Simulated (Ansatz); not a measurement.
Cost and result for the atomization energy of C2H9FInP, SMILES `[CH3][In-]([CH3])([F])[PH3+]` (14 atoms, 13 bonds).

```xyz
14

C     2.228   -0.153    0.748
In    0.103   -0.362    0.591
C    -1.669    0.210    1.650
F    -0.313   -1.966   -0.561
P    -0.433    0.455   -2.054
H     2.577   -0.500    1.722
H     2.698   -0.755   -0.030
H     2.526    0.889    0.628
H    -2.526   -0.281    1.189
H    -1.607   -0.094    2.695
H    -1.810    1.291    1.614
H    -1.668   -0.093   -2.447
H     0.393   -0.285   -2.922
H    -0.499    1.643   -2.822
```

Total charge 0; spin multiplicity 1. Correlated methods include outer-core shells of In, which these sets cover unevenly. In takes the def2 core potential. Geometry: relaxed with PBE0-D4/def2-TZVP. It is one conformer, not always the lowest. Program: Ansatz. All runs use 8 threads of an AMD EPYC on a shared host. Times are those of one run each, without the atoms' runs, and a repeat can differ threefold. Electronic energies, without spin–orbit coupling; frozen cores. CCSD(T)/CBS adds CCSD(T) − MP2 in def2-TZVPP to the MP2 limit, and its time is that of the two runs behind it. T1 = 0.013. With those shells the extrapolation isn't a true limit. B3LYP takes the VWN-RPA correlation (the form of Gaussian; ORCA's B3LYP/G). HSE06 is the plane-wave form, built on full-range PBE exchange.

CCSD(T)/CBS is a level of theory with its own doubt, some kJ/mol a heavy atom from the limit and from the frozen cores, so smaller differences don't rank the functionals.

| level | functions | wall time | atomization (kcal/mol) | difference from CCSD(T)/CBS | per bond |
| --- | --- | --- | --- | --- | --- |
| BLYP-D4/def2-TZVPP | 311 | 4.4 s | 1070.3 | -11.4 | -0.9 |
| HSE06-D4/def2-TZVPP | 311 | 7 s | 1071.0 | -10.7 | -0.8 |
| CAM-B3LYP-D4/def2-TZVPP | 311 | 7 s | 1081.8 | 0.1 | 0.0 |
| r2SCAN-D4/def2-TZVPP (with forces) | 311 | 8.5 s | 1077.0 | -4.7 | -0.4 |
| r2SCANh-D4/def2-TZVPP | 311 | 11 s | 1071.5 | -10.2 | -0.8 |
| B3LYP-D4/def2-TZVPP (with forces) | 311 | 12 s | 1075.7 | -6.0 | -0.5 |
| ωB97X-V/def2-TZVPP | 311 | 12 s | 1083.7 | 2.0 | 0.2 |
| PBE-QIDH/def2-TZVPP | 311 | 12 s | 1064.8 | -16.9 | -1.3 |
| B97M-V/def2-TZVPP | 311 | 15 s | 1079.6 | -2.1 | -0.2 |
| CCSD(T)/def2-SVP | 131 | 19 s | 1013.3 | -68.4 | -5.3 |
| MP2/def2-QZVPP | 593 | 41 s | 1071.3 | -10.4 | -0.8 |
| CCSD(T)/def2-TZVPP | 311 | 11 min | 1053.5 | -28.2 | -2.2 |
| CCSD(T)/CBS(def2) | – | 11 min | 1081.7 | 0.0 | 0.0 |

At CCSD(T), def2-SVP lies −68.4 kcal/mol from the extrapolated value and def2-TZVPP −28.2 kcal/mol: correlation converges slowly with the basis, and small sets miss more of it in the bonded molecule than in its fragments. In def2-TZVPP, CCSD(T) changes the Hartree–Fock value by +264.9 kcal/mol (the triples alone add +13.4 kcal/mol) and MP2 by +265.9 kcal/mol; breaking electron pairs costs correlation energy, which Hartree–Fock lacks. From r2SCAN to r2SCAN0 (25 % exact exchange), in def2-TZVPP and without D4, the atomization energy moves by −13.4 kcal/mol: exact exchange takes away binding that semilocal exchange gives to molecules.

Spin–orbit coupling would lower the free In atoms strongly, and the atomization energy with them, by more than many differences here.
